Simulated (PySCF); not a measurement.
# Vibration and rotation of SrI

r²SCAN constants of SrI, ²Σ⁺ (doublet), unpaired electrons σ ↑ (PySCF, scalar-relativistic core potentials, basis sets Sr def2-TZVPP with ECP28, I def2-TZVPP with ECP28; masses 87.9056 and 126.9045 u):

| Item | Value |
| --- | --- |
| ωe | 171.5 cm⁻¹ |
| ωexe | 0.356 cm⁻¹ |
| Be | 0.036529 cm⁻¹ |
| αe | 0.000107 cm⁻¹ |
| D (centrifugal) | 6.63e-09 cm⁻¹ |
| De to Sr + I | 3.49 eV |

(1) Give the vibrational terms G(v) and spacings up to v = 6.

(2) How well does the Morse estimate ωe²/(4ωexe) reproduce De, and what is D0?

Spin–orbit coupling is left out, which matters for elements this heavy, above all for dissociation energies. The state was picked by a PBE0 search and need not be the measured ground state.

Results:

(1) G(v) = ωe(v+½) − ωexe(v+½)².

| v | G(v) (cm⁻¹) | G(v) − G(v−1) | Bv (cm⁻¹) |
| --- | --- | --- | --- |
| 0 | 85.7 |  | 0.03648 |
| 1 | 256.4 | 170.8 | 0.03637 |
| 2 | 426.5 | 170.1 | 0.03626 |
| 3 | 595.9 | 169.4 | 0.03615 |
| 4 | 764.5 | 168.7 | 0.03605 |
| 5 | 932.5 | 167.9 | 0.03594 |
| 6 | 1099.7 | 167.2 | 0.03583 |

(2) It gives 2.56 eV, 73 % of the computed De. D0 = De − G(0) = 3.49 − 0.01 = 3.48 eV.
